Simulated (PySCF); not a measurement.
Identify the unknown among the candidates.

All candidates are C6H7NO.

| technique | computed result |
| --- | --- |
| Dipole | 1.15 D [PBE0/def2-SVPD] |
| Triplet | lowest triplet excitation (Tamm–Dancoff): 3.92 eV [TDA PBE0/def2-SVPD] |
| Rotational structure | rotational constants A, B, C: 3.791, 1.841, 1.240 GHz [GFN2-xTB] |
| UV, first state | lowest singlet excitation: 4.91 eV (253 nm, f = 0.035) [TDDFT PBE0/def2-SVPD] |
| Polarisability | 83.2 au [PBE0/def2-SVPD] |

Gas-phase values; electronic properties from PySCF, density fitting. Levels stand in brackets. Geometry: GFN2-xTB, one conformer, isolated molecule.

Question: Which candidate is it?
A. `Cn1cccc1C=O`
B. `Nc1cccc(O)c1`
C. `Nc1ccc(O)cc1`

Answer: B. It is `Nc1cccc(O)c1`. Numbering: `[NH2:1][c:2]1[cH:3][cH:4][cH:5][c:6]([OH:7])[cH:8]1`. Its formula, C6H7NO, gives 4 degrees of unsaturation: 1 ring and 3 π bonds in the structure found (Kekulé form). By its constants the optimised geometry is an asymmetric top.

The others, at the same levels:
- `Nc1ccc(O)cc1` fails: its computed lowest singlet excitation is 4.40 eV (282 nm, f = 0.051) (against 4.91 eV), lowest triplet excitation (Tamm–Dancoff) is 3.41 eV (against 3.92 eV) and rotational constant A is 5.638 GHz (against 3.791 GHz).
- `Cn1cccc1C=O` fails: its computed lowest singlet excitation is 3.99 eV (310 nm, f = 0.000) (against 4.91 eV), lowest triplet excitation (Tamm–Dancoff) is 3.27 eV (against 3.92 eV) and smallest rotational constant is 1.335 GHz (against 1.240 GHz).

Each candidate is one conformer, not necessarily the lowest. Dipoles, sizes and rotational constants follow the conformer. The torsions of the flexible species, by atom-mapped SMILES:
- `[NH2:1][c:2]1[cH:3][cH:4][cH:5][c:6]([OH:7])[cH:8]1`: H–N1–C2–C3 22°, H–N1–C2–C3 162°, H–O7–C6–C5 1°
- `[NH2:1][c:2]1[cH:3][cH:4][c:5]([OH:6])[cH:7][cH:8]1`: H–N1–C2–C3 -160°, H–N1–C2–C3 -23°, H–O6–C5–C4 -179°
- `[CH3:1][n:2]1[cH:3][cH:4][cH:5][c:6]1[CH:7]=[O:8]`: C5–C6–C7–O8 180°
